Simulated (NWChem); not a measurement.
System meant: Si2NH6Cl; SMILES N[SiH2][SiH2]Cl

The following NWChem deck was run.

```
start job
memory heap 200 mb stack 900 mb global 1100 mb
geometry units angstroms noautoz
  Si    -0.917149     0.674074     0.239573
  Cl     0.645906     1.980418    -0.287244
  Si    -0.304333    -1.538931    -0.321370
  N      1.175298    -2.131705     0.377451
  H     -1.140236     0.857121     1.700636
  H     -2.137967     1.147386    -0.470309
  H     -1.410799    -2.429855     0.129496
  H     -0.169743    -1.607126    -1.801029
  H      1.207220    -2.299150     1.377078
  H      2.048841    -1.719625     0.067563
end
basis spherical
  * library def2-svp
end
dft
  odft
  mult 2
  xc pbe0
  iterations 150
  mulliken
end
task dft energy
```

End of the output:

```
 Summary of "ao basis" -> "" (spherical)
 ------------------------------------------------------------------------------
       Tag                 Description            Shells   Functions and Types
 ---------------- ------------------------------  ------  ---------------------
 *                          def2-svp                  on all atoms

                                 NWChem DFT Module
                                 -----------------

 Summary of "ao basis" -> "ao basis" (spherical)
 ------------------------------------------------------------------------------
       Tag                 Description            Shells   Functions and Types
 ---------------- ------------------------------  ------  ---------------------
 Si                         def2-svp                 8       18   4s3p1d
 Cl                         def2-svp                 8       18   4s3p1d
 N                          def2-svp                 6       14   3s2p1d
 H                          def2-svp                 3        5   2s1p

 Summary of "ao basis" -> "ao basis" (spherical)
 ------------------------------------------------------------------------------
       Tag                 Description            Shells   Functions and Types
 ---------------- ------------------------------  ------  ---------------------
 Si                         def2-svp                 8       18   4s3p1d
 Cl                         def2-svp                 8       18   4s3p1d
 N                          def2-svp                 6       14   3s2p1d
 H                          def2-svp                 3        5   2s1p

  number of electrons :                   58
  multiplicity        :                    2
 ------------------------------------------------------------------------
  no. of electrons and multiplicity not compatible                  58
 ------------------------------------------------------------------------
 ------------------------------------------------------------------------
  current input line :
    25: task dft energy
 ------------------------------------------------------------------------
 ------------------------------------------------------------------------
 There is an error in the input file
 ------------------------------------------------------------------------
 For more information see the NWChem manual at https://nwchemgit.github.io

0: no. of electrons and multiplicity not compatible:Received an Error in Communication
```

Question: What is wrong, and how is it mended?

Answer: The input was rejected before any calculation. Cause: the multiplicity doesn't fit the number of electrons (an even count wants an odd multiplicity, and the reverse). This input runs:
```
start job
memory heap 200 mb stack 900 mb global 1100 mb
geometry units angstroms noautoz
  Si    -0.917149     0.674074     0.239573
  Cl     0.645906     1.980418    -0.287244
  Si    -0.304333    -1.538931    -0.321370
  N      1.175298    -2.131705     0.377451
  H     -1.140236     0.857121     1.700636
  H     -2.137967     1.147386    -0.470309
  H     -1.410799    -2.429855     0.129496
  H     -0.169743    -1.607126    -1.801029
  H      1.207220    -2.299150     1.377078
  H      2.048841    -1.719625     0.067563
end
basis spherical
  * library def2-svp
end
dft
  xc pbe0
  iterations 150
  mulliken
end
task dft energy
```
It converges to -1096.77388 Ha (PBE0/def2-SVP).
